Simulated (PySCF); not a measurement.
Delta-SCF ions had no search for a lower state. 

Species: C₂H₄N₂, SMILES `NC#CN` (charge 0, multiplicity 1).

Q: Predict the S1 oscillator strength, LUMO and vertical ionisation energy (Delta-SCF) from r2SCAN-D4/def2-TZVP in PySCF.

A: 
The S1 oscillator strength is 0.002, the LUMO comes out as 1.03 eV and the vertical ionisation energy (Delta-SCF) comes out as 8.17 eV.
